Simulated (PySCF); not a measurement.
Species: C₇H₁₀NP.
Atom-mapped SMILES: `[CH3:1][c:2]1[cH:3][n:4]([CH:5]2[CH2:6][CH2:7]2)[cH:8][p:9]1` (hydrogens: H10, H11, H12 on C1; H13 on C3; H14 on C5; H15, H16 on C6; H17, H18 on C7; H19 on C8)

Geometry (PBE0-D3(BJ)/def2-SVP, Å), atoms numbered from 1 in this order:
```xyz
19
C7H10NP angstrom
C      3.0731   -0.5736   -1.2416
C      1.7979   -0.5749   -0.4572
C      0.5990   -0.1064   -0.9330
N     -0.4332   -0.2197   -0.0383
C     -1.7472    0.2922   -0.2963
C     -2.9265   -0.6060   -0.0929
C     -2.5055   -0.2236   -1.4801
C     -0.0543   -0.7636    1.1487
P      1.6160   -1.1842    1.2110
H      2.9137   -0.1946   -2.2625
H      3.5005   -1.5855   -1.3238
H      3.8394    0.0602   -0.7672
H      0.3924    0.3233   -1.9145
H     -1.8681    1.3511   -0.0400
H     -2.7237   -1.6300    0.2302
H     -3.8338   -0.1648    0.3261
H     -3.1150    0.4865   -2.0440
H     -2.0170   -0.9912   -2.0854
H     -0.8130   -0.8817    1.9229
```

All values: PBE0/pcSseg-1 and CAM-B3LYP/def2-SVPD (PySCF, non-relativistic), on one gas-phase PBE0-D3(BJ)/def2-SVP geometry that isn't relaxed in the solvent. The solvent is an IEF-PCM continuum (van der Waals radii × 1.2). The model holds no explicit solvent molecules, cavitation or dispersion.

Gas phase at PBE0/pcSseg-1: HOMO -6.17 eV, LUMO -0.16 eV, dipole 3.74 D.

Question: What does the continuum do to the energy, the frontier levels and the dipole at PBE0/pcSseg-1 in chloroform and water?

Answer: 
| solvent | ε | E(solvent) − E(gas) (kcal/mol) | polarisation term (kcal/mol) | distortion of the solute (kcal/mol) | HOMO (eV) | LUMO (eV) | dipole (D) |
| --- | --- | --- | --- | --- | --- | --- | --- |
| chloroform | 4.711 | -3.79 | -4.41 | 0.62 | -6.34 | -0.30 | 4.75 |
| water | 78.36 | -5.48 | -6.82 | 1.34 | -6.44 | -0.39 | 5.22 |

The first energy column is the sum of the next two and covers electrostatics alone. From chloroform to water the lowering changes by a factor 1.45, Onsager's factor (ε − 1)/(2ε + 1) by 1.38 and ε itself by 16.6.

Question: Which radius a makes the point-dipole formula ΔE = −[(ε − 1)/(2ε + 1)]·μ²/a³ give the value in water, with the gas-phase dipole?

Answer: μ = 1.470 au and |ΔE| = 0.00874 Eh give a = 2.62 Å; the farthest nucleus lies 4.10 Å from the centroid of the nuclei, so such a sphere wouldn't even hold the nuclei. The formula assumes a rigid point dipole at the centre of a sphere.

Question: Give the dipole vector in the frame of the coordinates (D, pointing from negative to positive charge), gas and water.

Answer: Gas (-2.99, 1.25, -1.86), solvent (-4.10, 1.83, -2.66). Its length changes by +40 % and its direction by 1°.

Question: Which IAO charges (PBE0/pcSseg-1) respond most in chloroform (means over atoms taken as equivalent)?

Answer: 
| atoms | environment | gas (e) | solvent (e) | change |
| --- | --- | --- | --- | --- |
| P9 | phosphorus bonded to 2 C | +0.221 | +0.169 | -0.052 |
| H13 | aromatic hydrogen | +0.150 | +0.163 | +0.013 |
| H19 | aromatic hydrogen | +0.162 | +0.173 | +0.011 |
| H14 | methine hydrogen | +0.151 | +0.160 | +0.009 |
| N4 | pyrrole-type nitrogen | -0.048 | -0.041 | +0.007 |
| H16/H17 | methylene hydrogen | +0.154 | +0.160 | +0.006 |
| C1 | benzylic-type carbon | -0.410 | -0.415 | -0.005 |
| C8 | aromatic CH next to a ring nitrogen | -0.325 | -0.321 | +0.004 |
| C5 | sp3 carbon bound to nitrogen | -0.044 | -0.048 | -0.004 |
| C2 | substituted aromatic carbon | -0.233 | -0.237 | -0.004 |
| H10/H11/H12 | methyl hydrogen | +0.146 | +0.149 | +0.003 |
| C6/C7 | three-membered-ring carbon | -0.288 | -0.290 | -0.002 |

Gas phase at CAM-B3LYP/def2-SVPD: HOMO -7.33 eV, LUMO 0.79 eV, dipole 3.67 D.

Question: What does the continuum do to the energy, the frontier levels and the dipole at CAM-B3LYP/def2-SVPD in chloroform?

Answer: 
```
   solvent      ε  E(solvent) − E(gas) (kcal/mol)  polarisation term (kcal/mol)  distortion of the solute (kcal/mol)  HOMO (eV)  LUMO (eV)  dipole (D)
chloroform  4.711                           -3.51                         -4.13                                 0.62      -7.46       0.72        4.69
```

Question: How does the static polarisability (CAM-B3LYP/def2-SVPD, frozen core, with the continuum's full static response) change?

Answer: 
```tsv
medium	isotropic (au)	principal values (au)	⟨r²⟩ of the electrons (bohr²)
gas	111.4	79.5, 113.5, 141.1	1581.5
chloroform	142.3	102.3, 148.2, 176.3	1581.3
```

The isotropic value in chloroform is 1.28 times the gas-phase one; no cavity-field correction is applied. ⟨r²⟩ is taken about the centre of nuclear charge.

Time: 29 s of wall time; peak memory 1.3 GiB. Hardware: one thread, Arm Neoverse V2 (aarch64), shared host. This is the whole shielding run at PBE0/pcSseg-1 in water, SCF included.
